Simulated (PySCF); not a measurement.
# Polarisability and C₆ of B⁺ (boron, charge +1)

[He] 2s1 2p1, high-spin 3P determinant (an excited configuration). All numbers are calculated (PySCF 2.14, scalar relativity by spin-free X2C-1e, in aug-cc-pCVQZ-DK (9s8p6d4f2g, 109 functions)). Coupled (time-dependent) response in atomic units; α is the mean over directions.

```json
{"method": "LC-wPBE", "mean α (bohr³)": "7.963", "α xx, yy, zz": "9.367, 5.157, 9.367", "C₆ (like pair)": "18.19", "S(−4)": "73.18"}
```

S(−4) is the Cauchy moment in α(ω) = α(0) + S(−4) ω² + …

α(iu) at LC-wPBE:

```json
{"u (hartree)": "0", "α(iu) (bohr³)": "7.963"}
{"u (hartree)": "0.0500", "α(iu) (bohr³)": "7.786"}
{"u (hartree)": "0.100", "α(iu) (bohr³)": "7.312"}
{"u (hartree)": "0.200", "α(iu) (bohr³)": "5.986"}
{"u (hartree)": "0.300", "α(iu) (bohr³)": "4.736"}
{"u (hartree)": "0.500", "α(iu) (bohr³)": "3.027"}
{"u (hartree)": "0.750", "α(iu) (bohr³)": "1.881"}
{"u (hartree)": "1.00", "α(iu) (bohr³)": "1.267"}
{"u (hartree)": "1.50", "α(iu) (bohr³)": "0.6817"}
{"u (hartree)": "2.00", "α(iu) (bohr³)": "0.4260"}
{"u (hartree)": "3.00", "α(iu) (bohr³)": "0.2150"}
{"u (hartree)": "5.00", "α(iu) (bohr³)": "0.09069"}
```

A single London oscillator, α(iu) = α/(1 + u²/ω²), gives C₆ = (3/4) ω α². Matching the computed C₆ needs ω = 4 × 18.19 / (3 × 7.963²) = 0.382 hartree.

For an ion, C₆ is the dispersion term alone; charge-induced terms of lower order in 1/R come first.

The components differ because the open shell of this determinant is not spherical; for a pure term their mean is the scalar polarisability.
